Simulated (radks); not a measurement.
Charge is removed step by step from the 1s down level of F, starting from 1s(up 1, down 1) 2s2 2p5. Method: scalar-relativistic Kohn-Sham, r2SCAN, spin-polarised, spherical densities, finite nucleus; open shells are filled with parallel spins first; meta-GGA in the generalised Kohn-Sham scheme; Fermi nuclear charge, rms radius 2.8976 fm; computed with a radial shooting solver on a logarithmic mesh with Libxc functionals.

removed (e)	E - E(0) (eV)	eigenvalue (eV)
0	0.000	-669.10
0.1	67.252	-675.96
0.2	135.18	-682.68
0.3	203.78	-689.19
0.4	273.01	-695.43
0.5	342.85	-701.29
0.6	413.24	-706.58
0.7	484.13	-711.03
0.8	555.40	-714.13
0.9	626.88	-714.87

The mean slope of the eigenvalue, de/dn, is 50.8 eV per electron.
